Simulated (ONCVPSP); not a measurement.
## phosphorus: one change to an ONCV potential, before and after

```json
{"Element": "phosphorus", "Generator": "ONCVPSP 4.0.1", "Type": "optimised norm-conserving Vanderbilt (ONCV)", "Functional": "LDA (Perdew-Wang 92)", "Relativity": "scalar-relativistic", "Frozen core": "[Ne]", "Valence charge": "5", "Reference configuration": "3s1.75 3p3.25", "Partial waves": "3s: rc 1.40 bohr, ncon 4, nbas 7, qcut 5.9 1/bohr, 3 projectors, debl 2.3 Ha; 3p: rc 1.40 bohr, ncon 4, nbas 8, qcut 6.8 1/bohr, local; d scattering state at 0.04 Ha: rc 1.65 bohr, ncon 3, nbas 7, qcut 5.6 1/bohr, 2 projectors, debl 3.4 Ha", "Local potential": "the p channel", "Core correction": "Teter function, fcfact 4.5, rcfact 1.55"}
```

Change: all radii but the core radius scaled by about 1.04 (s 1.46, p 1.46, d 1.72 bohr).

Cutoffs: the cutoffs (Ha) at which the residual kinetic energy of the hardest occupied pseudo-wave falls to 1 and 0.1 mHa per electron; they do not see the model core or the augmentation charge, which bear on the density cutoff. Errors are all-electron minus pseudo energies relative to the spin-unpolarised reference configuration.

Question: How do hardness, ghosts and transferability respond?

Answer: The potential gets neither clearly harder nor softer (11 Ha and 23 Ha → 11 Ha and 14 Ha); both files keep a bound ghost (s); of the 4 tests that both files solve, the error grows in 0 and shrinks in 2 by more than 15 % and 0.3 meV (median size 1.0 → 0.6 meV).

```tsv
quantity	base	changed
cutoff, loose	11 Ha	11 Ha
cutoff, tight	23 Ha	14 Ha
loose cutoff by channel	s 11 Ha, p 4.6 Ha	s 11 Ha, p 4.5 Ha
bound ghosts	s	s
GHOST(+) flags under 300 eV	none	none
error for 3s2 3p3, meV [ΔE -2.11 eV]	+0.1	+0.1
error for 3s2 3p2, meV [ΔE 7.70 eV]	+0.2	+0.2
error for 3s2 3p1, meV [ΔE 26.95 eV]	-1.8	-1.1
error for 3s2 3p0, meV [ΔE 56.84 eV]	-25	-18
rms error of d²Exc/dni dnj with the model core, mHa	1.00	0.97
```

Base: The cutoffs count occupied waves only; projector 2 of the d channel, the hardest unoccupied one, needs 71 Ha at the loose tolerance. Changed file: The cutoffs count occupied waves only; projector 2 of the d channel, the hardest unoccupied one, needs 70 Ha at the loose tolerance. A true bound ghost makes a file unfit for plane-wave use even where its test errors are small: the radial tests pick states by their node count and pass the ghost by.
